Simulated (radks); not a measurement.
Results of a calculation; reference values are marked as such.
The europium ion Eu3+, 60 electrons, occupied as [Xe] 4f4 6s1 6p1 (not the ground configuration).

Level of theory: Dirac Kohn-Sham, PBE, spin-unpolarised, spherical densities, point nucleus; open shells fill j = l - 1/2 first (a radial shooting solver on a logarithmic mesh with Libxc functionals).

Energy parts (eV):
total: -295219.45
kinetic: 321090.39
electron-nucleus: -721299.25
Hartree: 111544.54
exchange-correlation: -6555.13

Orbitals (lengths in bohr, moments of r in powers of bohr; <r^-3> diverges for s and p1/2; r(max) is where P^2 peaks):
\begin{tabular}{lrrrrrr}
orbital & occ. & eigenvalue (eV) & <r^-3> & <r^2> & <r^4> & r(max) \\ \hline
1s1/2 & 2 & -48376.76 & - & 0.0006791 & 1.225e-06 & 0.01420 \\
2s1/2 & 2 & -7988.230 & - & 0.01062 & 0.0001955 & 0.08072 \\
2p1/2 & 2 & -7580.304 & - & 0.007727 & 0.0001213 & 0.06108 \\
2p3/2 & 4 & -6932.454 & 9383 & 0.008966 & 0.0001579 & 0.06681 \\
3s1/2 & 2 & -1805.412 & - & 0.07108 & 0.007647 & 0.2291 \\
3p1/2 & 2 & -1629.442 & - & 0.06635 & 0.006981 & 0.2163 \\
3p3/2 & 4 & -1497.438 & 1974 & 0.07348 & 0.008501 & 0.2284 \\
3d3/2 & 4 & -1193.140 & 330.1 & 0.05891 & 0.006210 & 0.1819 \\
3d5/2 & 6 & -1164.448 & 294.7 & 0.06090 & 0.006600 & 0.1853 \\
4s1/2 & 2 & -404.3862 & - & 0.3575 & 0.1853 & 0.5266 \\
4p1/2 & 2 & -336.1955 & - & 0.3760 & 0.2104 & 0.5313 \\
4p3/2 & 4 & -306.5259 & 445.2 & 0.4135 & 0.2544 & 0.5568 \\
4d3/2 & 4 & -194.0431 & 63.77 & 0.4701 & 0.3548 & 0.5648 \\
4d5/2 & 6 & -188.6262 & 56.26 & 0.4844 & 0.3765 & 0.5730 \\
5s1/2 & 2 & -87.6961 & - & 1.868 & 5.011 & 1.188 \\
5p1/2 & 2 & -67.3021 & - & 2.236 & 7.356 & 1.275 \\
5p3/2 & 4 & -62.2935 & 74.99 & 2.464 & 8.933 & 1.338 \\
4f5/2 & 4 & -55.7543 & 8.755 & 0.7569 & 1.248 & 0.5657 \\
4f7/2 & 0 & -54.9625 & 8.498 & 0.7700 & 1.293 & 0.5698 \\
6s1/2 & 1 & -27.2562 & - & 9.360 & 121.8 & 2.720 \\
6p1/2 & 1 & -21.8725 & - & 11.91 & 197.9 & 3.060 \\
6p3/2 & 0 & -20.9200 & 14.50 & 12.82 & 228.8 & 3.184 \\
\end{tabular}

The highest occupied level is 6p1/2 at -21.873 eV. The configuration is held as typed, so some empty levels lie below it. Summed over all electrons, <r^2> = 51.51 bohr^2, which gives a Langevin (diamagnetic) susceptibility term of -40.8 x 10^-6 cm^3/mol. The density falls to 0.001 e/bohr^3 at r = 4.49 bohr.
